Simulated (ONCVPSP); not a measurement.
**What the settings do to the ONCV potential of La**

Base potential:

```
Element                 : lanthanum
Generator               : ONCVPSP 4.0.1
Type                    : optimised norm-conserving Vanderbilt (ONCV)
Functional              : Wu-Cohen
Relativity              : scalar-relativistic
Frozen core             : [Kr] 4d10
Valence charge          : 11
Reference configuration : 5s2 5p6 5d1 6s1.5 (charge +0.5)
Partial waves           : 5s+6s: rc 2.75 bohr, ncon 4, nbas 8, qcut 5.1 1/bohr, 3 projectors, debl 4 Ha; 5p: rc 1.70 bohr, ncon 4, nbas 7, qcut 5.7 1/bohr, 3 projectors, debl 2.6 Ha; 5d: rc 2.70 bohr, ncon 4, nbas 8, qcut 3.1 1/bohr, 2 projectors, debl 1.8 Ha; f scattering state at 0.26 Ha: rc 2.20 bohr, ncon 4, nbas 8, qcut 5.8 1/bohr, 2 projectors, debl 2.6 Ha
Local potential         : polynomial inside 1.40 bohr (lpopt 4, dvloc0 0 Ha)
Core correction         : Teter function, fcfact 2.5, rcfact 1.05
```

In the f channel the program set the typed energies aside and used -0.264, 2.336 Ha.

Cutoffs, loose and tight: the cutoffs (Ha) at which the residual kinetic energy of the hardest occupied pseudo-wave falls to 1 and 0.1 mHa per electron. They do not see the model core or the augmentation charge, which bear on the density cutoff. Test errors are all-electron minus pseudo excitation energies from the reference, over the configurations 5s2 5p6 5d1 6s2; 5s2 5p6 5d1 6s1; 5s2 5p6 5d1 6s0; 4f1 5s2 5p6 5d0 6s1. A dash means not determined; rows that change the core or the reference have their own tests.

For the base: The cutoffs count occupied waves only; projector 2 of the f channel, the hardest unoccupied one, needs 71 Ha at the loose tolerance.

A true bound ghost makes a file unfit for plane-wave use even where its test errors are small: the radial tests pick states by their node count and pass the ghost by.

| change | outcome | cutoff, loose | cutoff, tight | bound ghosts | GHOST(+) flags above zero | largest test error (meV) |
| --- | --- | --- | --- | --- | --- | --- |
| base | generated, projector energies reset by the program | 14 Ha | 26 Ha | p | s | +841 |
| f: qcut 3.9 | failed: ERROR pspot: first pseudo wave function has node, program will stop | – | – | – | – | – |
| f: qcut 4.7 | failed: ERROR pspot: first pseudo wave function has node, program will stop | – | – | – | – | – |
| f: qcut 5.5 | generated, projector energies reset by the program | 14 Ha | 26 Ha | p | s | +887 |
| f: qcut 6.8 | generated, projector energies reset by the program | 14 Ha | 26 Ha | p | s | +707 |
| f: qcut 7.6 | generated, projector energies reset by the program | 14 Ha | 26 Ha | p | s | +626 |
| f: qcut 8.7 | generated, projector energies reset by the program | 14 Ha | 26 Ha | p | s | +533 |

Reading the sweep of the qcut of the f channel (base included, trends over the rows without a ghost): Bound ghosts are found at 5.5, 5.8, 6.8, 7.6, 8.7 1/bohr. Every judged row has one, so this setting neither creates nor removes them. The generation fails at 3.9, 4.7 1/bohr.
